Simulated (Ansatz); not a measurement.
Ansatz (a program for electronic structure) input (RPA@PBE/def2-TZVPP):

Ansatz 0.2 input:
```yaml
crystal:
  periodic: [false, false, false]
  atoms:
    - {symbol: Lu, position_ang: [0.21004410, -0.00369747, 0.26207633]}
    - {symbol: Cl, position_ang: [1.22691903, 0.36887417, -1.87704844]}
    - {symbol: Cl, position_ang: [-2.10416203, -0.35343178, 0.78249436]}
basis:
  gaussian:
    orbitals: def2-TZVPP
hamiltonian:
  xc: pbe
magnetization: {spin_polarized: true, initial_magnetization: 1}
correlation: {method: rpa, electrons: outside_noble_gas}
```

Output:

```
Functional definition: PBE
integrals: 0.38 GiB planned
1258 factors; integrals over basis functions are off by at most 8.3e-4 eV
mean field: 0.82 GiB planned
mean field evaluation 1: about -58686.0800 eV, gradient 3.4e1 eV
mean field evaluation 2: about -58686.0816 eV, gradient 3.4e1 eV
mean field evaluation 4: about -58688.2921 eV, gradient 1.0e1 eV
mean field evaluation 8: about -58688.7481 eV, gradient 2.3e-1 eV
mean field evaluation 16: about -58688.7467 eV, gradient 2.6e-4 eV
mean field -58688.74672192 eV, -2156.7716613694 hartree, gradient 6.5e-6 eV, S^2 0.750895; 0 other end points of the search recorded, 0 dependent functions left out
30 core orbitals not correlated, not the lowest: weight in the atoms' cores, before any rotation towards them, 0.974 or more for the frozen orbitals, at most 0.021 for the correlated occupied ones
reference -58547.26899928 eV, -2151.5724509592 hartree; 9, 8 occupied and 150, 151 virtual orbitals, 1258 factors
Total energy: -58566.48685602 eV, -2152.2786941681 hartree
```

The spin state was set by rule; other spins were not relaxed.
